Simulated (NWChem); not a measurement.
Atomisation of C₂H₇AlO₂

```
Al
O 1 1.7068
C 2 1.3974 1 143.47
H 3 1.1143 2 110.78 1 -120.62
H 3 1.1143 4 106.97 2 120.82
H 3 1.1160 4 107.26 5 114.83
O 1 1.7070 2 124.84 3 0.03
C 7 1.3975 1 143.43 2 -0.06
H 8 1.1143 7 110.75 1 -121.67
H 8 1.1143 9 106.98 7 120.82
H 8 1.1159 9 107.28 10 114.84
H 1 1.5752 2 117.60 3 -179.95
```
Charge 0, spin multiplicity 1.

Everything below was run with NWChem. All single points use one geometry, from PBE/def2-SVP, a minimum by its harmonic frequencies. It is one conformer; others weren't searched.

Basis set: def2-SVP. The atomisation energy is electronic alone: no zero-point, thermal, spin-orbit or counterpoise terms. No value is extrapolated to the basis-set limit. Free atoms are single determinants with multiplicities Al 2, H 2, O 3, C 3.

The structure started from a generated list of species. The stability of the SCF solutions was not checked.

### Question
Order these methods by the atomisation energy they give, lowest first: LC-wPBE (omega 0.3 per bohr), PBE0, BLYP, PBE, LDA (SVWN5), M06-2X.

### Answer
BLYP (1070.7 kcal/mol), PBE0 (1071.7 kcal/mol), M06-2X (1078.0 kcal/mol), LC-wPBE (omega 0.3 per bohr) (1085.4 kcal/mol), PBE (1092.8 kcal/mol), LDA (SVWN5) (1232.9 kcal/mol)
